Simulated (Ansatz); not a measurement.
Consider the substitution at a C–C bond: `CC(C)(O)F` + `S[SiH2][GeH3]` → `CS[SiH2][GeH3]` + `CC(O)F`.

Calculated with Ansatz (gas phase, PBE0-D4/def2-TZVP geometries, no zero-point term in ΔE). CCSD(T)/CBS adds triple-zeta CCSD(T) − MP2 to the extrapolated MP2 energy (def2 sets, frozen cores). DFT in def2-TZVPP. For Ge outer-core shells are correlated without core-valence functions, which leaves a few kJ/mol of doubt a bond. Scalar relativity is left out up to krypton. Each species was taken in one conformer, which may not be the lowest.

`CC(C)(O)F`:

Cartesian coordinates in Å:
```
C -0.970 -0.839 0.004
C -0.066 0.358 -0.189
C 1.144 0.375 0.710
O 0.376 0.481 -1.493
F -0.835 1.488 0.118
H -1.326 -0.888 1.034
H -1.839 -0.759 -0.654
H -0.430 -1.757 -0.231
H 0.834 0.366 1.755
H 1.723 1.277 0.514
H 1.769 -0.497 0.513
H -0.380 0.395 -2.082
```

`S[SiH2][GeH3]`:

Z-matrix (Å, degrees):
```
Si
Ge 1 2.378
S 1 2.143 2 110.9
H 1 1.485 2 111.1 3 115.5
H 1 1.488 2 110.3 3 -123.9
H 2 1.539 1 111.4 3 176.3
H 2 1.539 1 109.3 3 56.7
H 2 1.536 1 110.3 3 -62.5
H 3 1.344 1 94.8 2 -55.2
```

`CS[SiH2][GeH3]`:

```xyz
12

C     1.275    1.696   -0.042
S    -0.302    1.735    0.856
Si   -1.325    0.151   -0.134
Ge   -0.270   -1.957    0.217
H     1.790    0.746    0.100
H     1.890    2.495    0.372
H     1.124    1.882   -1.106
H    -1.412    0.421   -1.598
H    -2.693    0.140    0.445
H    -0.314   -2.333    1.707
H     1.204   -1.911   -0.223
H    -0.967   -3.065   -0.593
```

`CC(O)F`:

Z-matrix (Å, degrees):
```
C
C 1 1.500
H 1 1.091 2 109.3
H 1 1.091 2 110.0 3 119.6
H 1 1.090 2 110.0 3 -120.1
O 2 1.377 1 109.2 3 -56.3
F 2 1.391 1 109.1 3 63.2
H 2 1.098 1 112.4 3 179.2
H 6 0.962 2 108.9 1 -174.9
```

```tsv
level	ΔE (kJ/mol)
PBE0-D4	29.4
ωB97M-V	34.7
MP2/def2-TZVPP	33.3
HF/CBS(def2)	34.0
```

Q: What does CCSD(T)/CBS give? (An estimate is asked.)

A: The calculation gave: +33.6 kJ/mol. The listed levels differ from it by -4.2, 1.1, -0.3, 0.4 kJ/mol.

Largest T1 diagnostic among the species: 0.012.

At CCSD(T), def2-SVP lies +13.7 kJ/mol from the extrapolated value and def2-TZVPP +1.9 kJ/mol. Leaving LDA and LC-ωPBE aside and taking each functional with its dispersion term where it has one, the values, not all of them listed here, spread over 11.5 kJ/mol, from revPBE-D4 to B97M-V. LDA lies +10.5 kJ/mol from PBE without D4.
